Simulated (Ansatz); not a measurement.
| atom | x (Å) | y (Å) | z (Å) |
| --- | --- | --- | --- |
| Cu | 0.0000 | 0.0000 | -0.7699 |
| Cl | 0.0000 | 0.0000 | 1.3133 |

Basis set: cc-pVDZ (spherical functions). Correlated methods keep 10 orbitals frozen. Charge 0, multiplicity 1.

Computed with Ansatz (development build ahead of 0.2.0); each method stands on the lowest determinant of its kind that the runs found. Restricted open shells among the atoms or ions are ROHF, correlated in semicanonical orbitals with singles.

The atomization energy at this shape (free ground-state atoms in the same class of orbitals less the molecule, no zero-point energy) of singlet CuCl:

| method | atomization energy |
| --- | --- |
| RHF-MP2 | 84.44 kcal/mol |

Question: What does RHF give?

Answer: 62.00 kcal/mol.
